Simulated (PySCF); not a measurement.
**Correlation energy of Zr⁺ (zirconium, charge +1)**

[Kr] 4d2 5s1, high-spin 4F determinant. Calculation: PySCF 2.14, in x2c-QZVPPall; the spin-free X2C one-electron Hamiltonian (Gaussian nucleus). Frozen: [Kr]; 3 electrons correlated.

```
  level  correlation energy (mhartree)
   CCSD                         -16.49
    (T)                          -0.16
CCSD(T)                         -16.65
```

Diagnostics: T1 = 0.0047, D1 = 0.0103, largest double amplitude 0.028.

Cost of the coupled-cluster step: of the order of 19 core-seconds, for 3 correlated electrons.

Iterations:

```
CC2 = 0
CCSD nocc = (np.int64(3), np.int64(0)), nmo = (93, 93)
frozen orbitals [[0, 1, 2, 3, 4, 5, 6, 7, 8, 9, 10, 11, 12, 13, 14, 15, 16, 17], [0, 1, 2, 3, 4, 5, 6, 7, 8, 9, 10, 11, 12, 13, 14, 15, 16, 17]]
max_cycle = 100
direct = 0
conv_tol = 1e-08
conv_tol_normt = 1e-06
diis_space = 8
diis_start_cycle = 0
Init t2, MP2 energy = -0.012622021062391
Init E_corr(UCCSD) = -0.0126220210650844
cycle = 1  E_corr(UCCSD) = -0.0154201386409624  dE = -0.00279811758  norm(t1,t2) = 0.0222583
cycle = 2  E_corr(UCCSD) = -0.0161536496508939  dE = -0.00073351101  norm(t1,t2) = 0.00757358
cycle = 3  E_corr(UCCSD) = -0.0164992724033884  dE = -0.000345622752  norm(t1,t2) = 0.00301472
cycle = 4  E_corr(UCCSD) = -0.0164857222695076  dE = 1.35501339e-05  norm(t1,t2) = 0.000534032
cycle = 5  E_corr(UCCSD) = -0.0164874841499832  dE = -1.76188048e-06  norm(t1,t2) = 0.000150639
cycle = 6  E_corr(UCCSD) = -0.0164872313980838  dE = 2.52751899e-07  norm(t1,t2) = 3.09706e-05
cycle = 7  E_corr(UCCSD) = -0.0164873879785616  dE = -1.56580478e-07  norm(t1,t2) = 5.26351e-06
cycle = 8  E_corr(UCCSD) = -0.0164873241523839  dE = 6.38261777e-08  norm(t1,t2) = 1.06074e-06
cycle = 9  E_corr(UCCSD) = -0.0164873401034754  dE = -1.59510915e-08  norm(t1,t2) = 2.4682e-07
cycle = 10  E_corr(UCCSD) = -0.0164873368317077  dE = 3.27176776e-09  norm(t1,t2) = 4.05113e-08
UCCSD converged
E(UCCSD) = -3596.052038565489  E_corr = -0.01648733683170766
UCCSD(T) correction = -0.000161497736396773
```
